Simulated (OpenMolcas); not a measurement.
Ru4+ with 6 ligands (fluoride) in octahedral coordination (Oh) at 1.93 Å. A charge of +0.333 e stands 2.6 Å behind each ligand. Ligand basis ANO-RCC-VDZP.
```
Ru    0.0000    0.0000    0.0000
F     1.9300    0.0000    0.0000
F     0.0000    1.9300    0.0000
F    -1.9300    0.0000    0.0000
F     0.0000   -1.9300    0.0000
F     0.0000    0.0000    1.9300
F     0.0000    0.0000   -1.9300
```

```
Program             : OpenMolcas 26.06
Method              : SS-CASPT2, IPEA 0.25 Eh, imaginary shift 0.1 Eh (closed shells correlated: 4s 4p and the ligand valence shells)
Basis               : ANO-RCC-VDZP [6s5p3d1f]
Scalar Hamiltonian  : DKH2, point nucleus
Active space        : 4 electrons in 5 orbitals (4d)
State averaging     : 2S+1 = 5 even, 5 roots; 2S+1 = 3 even, 45 roots; 2S+1 = 1 even, 50 roots
Spin-orbit coupling : RASSI with atomic mean-field integrals over the reference wave functions
```

Problem. What is the spin-free ground state (labels of O, the rotations of Oh)?

Solution. 3T1, 3-fold in its orbital part; d4 allows 2S+1 = 5, so this is a state of lower spin.

Problem. Where is the first state of the same spin?

Solution. 3E at 25300 cm-1 above the ground state.

Problem. What are the lowest two levels with spin-orbit coupling?

Solution. A 1-fold level, then a 3-fold level 830 cm-1 above it. Their leading multiplicities are 3 (97 %) and 3 (99 %).

Problem. What is χT at 300 K, and how does it compare with the textbook value?

Solution. The lowest level has 2S+1 = 3, for which the spin-only value is χT = S(S+1) / 2 = 1.000 cm3 K/mol (g = 2). The computed 0.972 at 300 K differs by -0.028, through orbital momentum, spin-orbit coupling and any other state in reach. With a threefold ground state the orbital momentum is unquenched, so the spin-only value is not expected to hold.

Roots that are degenerate in the reference are averaged as groups; the widest CASPT2 spread within a group is 980 cm-1 (the 3-fold group of multiplicity 3 near 56600 cm-1 above the lowest state of its run). Shifts and gaps below about the spread of the groups concerned are not significant. Over all roots computed the reference weight is 0.67 to 0.70; a low but even weight reflects the number of correlated electrons. An orbital triplet at a regular site is open to Jahn-Teller coupling, which can distort the site and quench the lowest spin-orbit gaps and is left out. This shell can be high or low spin here, a state of another spin lies low, and with metal d orbitals alone active their balance is uncertain, so the ground spin may be wrong, although the usual error favours high spin. The least metal-like active orbital is 75 % on the metal (Löwdin) and no ligand orbital is active, so the numbers are rough. Ligand-to-metal charge-transfer states are missing. With no ligand orbital active B as a rule stays too high, so bands that hang on it stand too high and its fall with covalency is understated. With one d shell and no ligand orbital active, 10Dq can be off by a tenth or more. No measured value stands beside these numbers; the geometry was imposed, not optimised, and the real ion may take another.
